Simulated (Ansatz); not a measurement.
`C/C([SiH3])=C\O` → `C/C=C/O` + `[SiH2]` at 700 K and 1 bar (silylene formation by 1,1-elimination).

Isolated molecules relaxed with PBE0-D4/def2-TZVP in Ansatz; ΔE leaves out vibrations. CCSD(T)/CBS is the MP2 limit (def2-TZVPP, def2-QZVPP) plus CCSD(T) − MP2 in def2-TZVPP, frozen cores. This one scheme is used for every species. Double bonds are as drawn, so ΔE can hold a change between cis and trans. One conformer a species, not always the lowest.

```tsv
species	CCSD(T)/CBS energy (Eh)	H − E (kJ/mol)	S (J/(mol·K))
`C/C([SiH3])=C\O`	-483.19856	350.3	482.1
`C/C=C/O`	-192.91632	284.2	381.1
`[SiH2]`	-290.19011	56.3	240.4
```

H − E and S are ideal-gas, rigid-rotor, harmonic terms from PBE0-D4/def2-TZVP, for one conformer and one mirror image of each species. 1 Eh = 2625.50 kJ/mol, R = 8.31446 J/(mol·K).

Task: By hand: ΔE, ΔH, ΔS and ΔG.

Result: ΔE = (-192.91632) + (-290.19011) − (-483.19856) = 0.09213 Eh = 241.9 kJ/mol. Δ(H − E) = 284.2 + 56.3 − 350.3 = -9.8, so ΔH = 232.1 kJ/mol. ΔS = 381.1 + 240.4 − 482.1 = 139.4 J/(mol·K). ΔG = 232.1 − 700 × (139.4)/1000 = 134.5 kJ/mol.

Task: By hand: the equilibrium constant, and the temperature at which ΔG would vanish if ΔH and ΔS stayed fixed.

Result: log₁₀ K = −ΔG/(RT ln 10) = -10.0. ΔG = 0 at ΔH/ΔS = 1665 K.

The number of gas molecules changes by +1, which sets the sign of ΔS. A doubt of 5 kJ/mol in ΔE shifts log₁₀ K by 0.4 here. Other conformers and mirror images would add mixing entropy, several J/(mol·K) or more a flexible species. These are equilibria of isolated gas molecules and say nothing of rates. Largest T1 diagnostic: 0.014 (customary marks: 0.02 for closed shells, 0.045 for open ones).
